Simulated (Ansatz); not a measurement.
Ideal-gas functions of `[F][Al]([F])[Cl]` at 600 K and 1 bar, from an Ansatz frequency run at PBE0-D4/def2-TZVP.

Molar mass 100.43 g/mol, point group C2v (symmetry number 2), electronic degeneracy 1, moments of inertia 75.009, 159.361, 234.37 u Å². Harmonic wavenumbers (cm⁻¹, unscaled): 185, 234, 263, 511, 834, 953.

Use S(trans) = R[1.5 ln M + 2.5 ln T − 1.1517]; rotational temperatures θ = 24.2544 K / I; S(rot) = R[ln(√π/σ · √(T³/θAθBθC)) + 1.5]; for each mode x = 1.438777 ν̃/T, S = R[x/(eˣ − 1) − ln(1 − e⁻ˣ)] and H = RT x/(eˣ − 1); 1 cm⁻¹ = 0.0119627 kJ/mol; R = 8.31446 J/(mol·K).

Question: By hand: the entropy, in J/(mol·K).

Answer: Translation 180.9. Rotation: θ = 0.3234, 0.1522, 0.1035 K, giving 113.2. Vibration, mode by mode: 15.14, 13.23, 12.28, 7.13, 3.81, 3.04, in all 54.6. Electronic 0.0. Sum 348.7 J/(mol·K).

Question: By hand: H − E and G − E in kJ/mol, counted from the electronic energy.

Answer: Zero-point energy ½ × 2980 × 0.0119627 = 17.8; thermal vibration 16.7; translation, rotation and pV give 4 RT = 20.0. H − E = 54.5 kJ/mol, and G − E = 54.5 − 600 × 348.7/1000 = -154.7 kJ/mol.

Vibration gives 16 % of the entropy.
